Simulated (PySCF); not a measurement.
Computed with CAM-B3LYP-D3(BJ)/def2-TZVP (PySCF). All species are isolated molecules in the gas phase. One relaxed conformer stands for a flexible species; it need not be the lowest. Delta-SCF ions had no search for a lower state. Excitations are Tamm–Dancoff values on a coarser integration grid. The basis has no diffuse functions, so Rydberg states are missing or too high.

Reference species (SMILES): `[SH][InH2]` (neutral, multiplicity 1).

The T1 excitation (TDA) comes out as 4.35 eV and the HOMO–LUMO gap comes out as 7.82 eV. The LUMO is -0.89 eV and the vertical ionisation energy (Delta-SCF) is 9.65 eV.

Changed species: `[SH][In]([SH])[SH]` (0 of 3 SH replaced by H; the reference has 2 of 3 SH replaced by H).

Task: Give the shifts of the T1 excitation (TDA), HOMO–LUMO gap, LUMO and vertical ionisation energy (Delta-SCF).

Result: the T1 excitation (TDA) rises by 0.10 eV, to 4.45 eV; the HOMO–LUMO gap increases by 0.30 eV, to 8.12 eV; the LUMO goes up by 0.10 eV, to -0.79 eV; the vertical ionisation energy (Delta-SCF) rises by 0.06 eV, to 9.71 eV.
